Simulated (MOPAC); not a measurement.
MOPAC input (AM1):

```
AM1 1SCF CHARGE=-1 GEO-OK AUX(PRECISION=9) THREADS=1
BiI2

Bi    0.11208710 1   -0.62633752 1    0.77367491 1
I     2.05489889 1    0.86234499 1   -0.61513851 1
I    -2.23043152 1    0.11852320 1   -0.59646559 1
```

Output:

```
 *******************************************************************************
 **                                                                           **
 **                              MOPAC v23.2.5                                **
 **                                                                           **
 *******************************************************************************
 ** MOPAC's Digital Object Identifier: https://doi.org/10.5281/zenodo.6511958 **
 **                                                                           **
 ** Please cite the open-source release paper for use of this MOPAC version:  **
 ** J. E. Moussa and J. J. P. Stewart (2026)                                  **
 ** MOPAC: An open-source semiempirical molecular orbital program             **
 ** J. Open Source Softw., 11(119), 8025, https://doi.org/10.21105/joss.08025 **
 *******************************************************************************

                              AM1 CALCULATION RESULTS

 *******************************************************************************
 *  AM1        - The AM1 Hamiltonian to be used
 *  GEO-OK     - OVERRIDE INTERATOMIC DISTANCE AND OTHER SAFETY CHECKS
 *
 *
 *
 *                 CHARGE ON SYSTEM = -1
 *
 *
 *
 *  1SCF       - DO 1 SCF AND THEN STOP
 *  AUX        - OUTPUT AUXILIARY INFORMATION
 *******************************************************************************
AM1 1SCF CHARGE=-1 GEO-OK AUX(PRECISION=9) THREADS=1
 BiI2

   ATOM   CHEMICAL          X               Y               Z
  NUMBER   SYMBOL      (ANGSTROMS)     (ANGSTROMS)     (ANGSTROMS)

     1      Bi          0.11208710  *  -0.62633752  *   0.77367491  *
     2       I          2.05489889  *   0.86234499  *  -0.61513851  *
     3       I         -2.23043152  *   0.11852320  *  -0.59646559  *

          CARTESIAN COORDINATES

    NO.       ATOM           X           Y           Z

     1        Bi          0.1121     -0.6263      0.7737
     2         I          2.0549      0.8623     -0.6151
     3         I         -2.2304      0.1185     -0.5965

  I: (AM1): M.J.S. DEWAR AND E. G. ZOEBISCH, THEOCHEM, 180, 1 (1988).
 Bi: (AM1): J. J. P. STEWART, J. MOL. MOD., 10, 155-164 (2004)

           Empirical Formula: Bi I2  =     3 atoms

      MOLECULAR POINT GROUP   :   C2v

      RHF CALCULATION, NO. OF DOUBLY OCCUPIED LEVELS = 10

 -------------------------------------------------------------------------------
 AM1 1SCF CHARGE=-1 GEO-OK AUX(PRECISION=9) THREADS=1
 BiI2

     1SCF WAS SPECIFIED, SO BFGS WAS NOT USED
     SCF FIELD WAS ACHIEVED

                              AM1 CALCULATION
                                                       MOPAC v23.2.5 Linux

          FINAL HEAT OF FORMATION =         45.75477 KCAL/MOL =     191.43795 KJ/MOL

          COSMO AREA              =        152.26 SQUARE ANGSTROMS
          COSMO VOLUME            =        154.21 CUBIC ANGSTROMS

          IONIZATION POTENTIAL    =          2.992865 EV
          HOMO LUMO ENERGIES (EV) =         -2.993  3.924
          NO. OF FILLED LEVELS    =         10
          MOLECULAR WEIGHT        =        462.7894         POINT GROUP:  C2v

          MOLECULAR DIMENSIONS (Angstroms)

            Atom       Atom       Distance
            I     3    I     2     4.34945
            I     2   Bi     1     1.78608
           Bi     1    I     3     0.00000

          SCF CALCULATIONS        =          1

   ATOM   CHEMICAL          X               Y               Z
  NUMBER   SYMBOL      (ANGSTROMS)     (ANGSTROMS)     (ANGSTROMS)

     1      Bi          0.11208710  *  -0.62633752  *   0.77367491  *
     2       I          2.05489889  *   0.86234499  *  -0.61513851  *
     3       I         -2.23043152  *   0.11852320  *  -0.59646559  *

                             CARTESIAN COORDINATES

   1   Bi        0.112087100    -0.626337520     0.773674910
   2    I        2.054898890     0.862344990    -0.615138510
   3    I       -2.230431520     0.118523200    -0.596465590

           Empirical Formula: Bi I2  =     3 atoms

      MOLECULAR POINT GROUP   :   C2v

                  EIGENVALUES
 -20.93485 -20.81835 -16.33278  -5.22441  -4.06122  -3.79803  -3.78462  -3.61598
  -3.25293  -2.99287   3.92400   4.16435

              NET ATOMIC CHARGES AND DIPOLE CONTRIBUTIONS

  ATOM NO.   TYPE          CHARGE      No. of ELECS.   s-Pop       p-Pop
    1         Bi           0.631673        4.3683     1.99996     2.36836
    2          I          -0.815836        7.8158     1.98626     5.82957
    3          I          -0.815836        7.8158     1.98626     5.82957
 DIPOLE           X         Y         Z       TOTAL
 POINT-CHG.     1.040    -5.811     7.177     9.293
 HYBRID        -0.042     0.237    -0.293     0.380
 SUM            0.997    -5.573     6.884     8.913

          ATOMIC ORBITAL ELECTRON POPULATIONS

     Atom    s        px        py        pz
    1 Bi   1.99996   1.94698   0.24273   0.17865
    2  I   1.98626   1.97303   1.92626   1.93028
    3  I   1.98626   1.98586   1.91382   1.92989

 **********************
 *                    *
 * JOB ENDED NORMALLY *
 *                    *
 **********************

 == MOPAC DONE ==
```

The dipole moment of an ion depends on the origin.
